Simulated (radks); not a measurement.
Values are calculated unless marked as measured or tabulated.
Problem. The table gives one normalised radial function P(r) = r R(r) of Se19+ in [Ne] 3s2 3p3 (r in bohr). Code: a radial shooting solver on a logarithmic mesh with Libxc functionals. Model: scalar-relativistic Kohn-Sham, exchange-only LDA, spin-polarised, spherical densities, point nucleus; open shells are filled with parallel spins first.

r	P
0.003585	0.0079
0.004485	0.0119
0.005566	0.0177
0.006963	0.0266
0.008711	0.0398
0.01081	0.0584
0.01353	0.0862
0.01692	0.1260
0.02117	0.1818
0.02628	0.2545
0.03287	0.3529
0.04113	0.4756
0.05104	0.6124
0.06386	0.7593
0.07989	0.8828
0.09995	0.9374
0.124	0.8708
0.1552	0.6251
0.1942	0.1775
0.241	-0.4031
0.3015	-1.0295
0.3771	-1.4840
0.4718	-1.5907
0.5856	-1.3345
0.7326	-0.8538
0.9166	-0.4012
1.138	-0.1367
1.423	-0.0288

Which n and l does it have? It may be an empty orbital.

Solution. n = 3, l = 1: the number of nodes gives n - l - 1 = 1, the rise at small r (about r^(l+1)) gives l, and the extent must fit the shell. The curve is that of 3p up; the table hardly tells the two spins apart. 3p up: eigenvalue -771.79 eV, 1 radial node at r = 0.208 bohr, <r> = 0.484 bohr, 90 % of the charge inside 0.717 bohr.
